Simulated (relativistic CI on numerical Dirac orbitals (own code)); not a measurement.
## Ti2+ in a cubic cluster: L2,3 absorption with charge transfer

Computed with a charge-transfer multiplet model of a cubic metal-ligand cluster with up to one ligand hole, Slater and spin-orbit integrals from Dirac-Coulomb-Breit ions, Slater integrals scaled by 0.9. The ground state mixes d2 with configurations of k ligand holes L, whose averages lie at kΔ + k(k − 1)U_dd/2; a core hole lowers each added d electron by U_cd. 300 K, Lorentzian 0.4 eV and Gaussian 0.3 eV FWHM.

Atomic integrals in eV (Slater integrals scaled, ζ unscaled), ground: F2dd 7.400, F4dd 4.602, zeta_d 0.013; with the core hole: F2dd 8.239, F4dd 5.130, zeta_d 0.022, zeta_core 3.746, F2cd 4.410, G1cd 3.131, G3cd 1.774.

Cluster parameters (eV): Δ = 6.5, U_dd = 4.5, U_cd = 5.3, 10Dq(ligand) = 1, V(eg) = 2.1, V(t2g) = -1.01, final-state hopping factor = 1.

```tsv
Case	n_d	d2	d3L	S
10Dq = 0.25 eV	2.23	0.77	0.23	1.00
10Dq = 0.85 eV	2.22	0.78	0.22	1.00
10Dq = 1.15 eV	2.22	0.78	0.22	1.00
```

Weights, n_d and S are thermal averages at 300 K. Photon energies count from the first peak over 30 % of the highest in each spectrum, which can be another peak from case to case. The parameters are a model scan and need not match a compound or its usual spin state. Peaks in eV (height, largest 100):
- 10Dq = 0.25 eV: -2.4 (7), 0.0 (100), 1.2 (34), 3.7 (31), 5.1 (43), 6.3 (60)
- 10Dq = 0.85 eV: -2.9 (8), 0.0 (100), 2.6 (36), 4.9 (58), 6.2 (59)
- 10Dq = 1.15 eV: -3.3 (9), 0.0 (100), 2.4 (43), 4.7 (67), 5.7 (64)

For the case 10Dq = 0.85 eV, Δ = 6.5 eV is larger than U_dd = 4.5 eV, the Mott-Hubbard side of the Zaanen-Sawatzky-Allen scheme. With the core hole the configuration with one ligand hole lies at Δ + U_dd − U_cd = 5.7 eV above the one without, against Δ in the ground state. The added d electron screens the hole, so the order of the configurations is kept and charge-transfer satellites are weaker than in photoemission.

With at most 1 ligand hole the space is cut while the next configuration still counts, so covalency is underestimated, and a final configuration with one more ligand hole, which can lie low, is missing from the spectra.
